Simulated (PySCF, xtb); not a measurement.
C4H16Al2N2, SMILES [CH3][Al-]1([NH2+][Al-]([CH3])([CH3])[NH2+]1)[CH3].

Harmonic wavenumbers (cm⁻¹) from GFN2-xTB (xtb) at its own minimum, in rising order: 31, 73, 87, 96, 98, 98, 102, 105, 115, 141, 144, 147, 150, 238, 255, 358, 369, 429, 447, 477, 478, 479, 489, 517, 523, 530, 530, 550, 561, 590, 643, 644, 709, 721, 759, 761, 1327, 1328, 1330, 1331, 1455, 1461, 1470, 1473, 1475, 1479, 1481, 1484, 1484, 1486, 2918, 2921, 2923, 2924, 2926, 2927, 2930, 2933, 2943, 2944, 2944, 2945, 3336, 3339, 3346, 3354.

Question: What does r2SCAN-D4/def2-SVP run with PySCF give at its own minimum? (The exact figures need the calculation; the answer reports its results.)

Answer: 34, 91, 110, 111, 115, 116, 121, 124, 148, 153, 180, 186, 222, 314, 465, 488, 513, 522, 529, 548, 549, 559, 576, 607, 615, 628, 635, 648, 693, 727, 729, 764, 767, 809, 815, 824, 1204, 1205, 1207, 1207, 1422, 1425, 1426, 1430, 1430, 1432, 1433, 1434, 1545, 1556, 3006, 3006, 3007, 3007, 3097, 3098, 3098, 3099, 3103, 3103, 3104, 3104, 3498, 3498, 3575, 3576. Paired by order, the mean absolute difference is 91 cm⁻¹ and the zero-point energies are 117.3 and 123.5 kcal/mol.
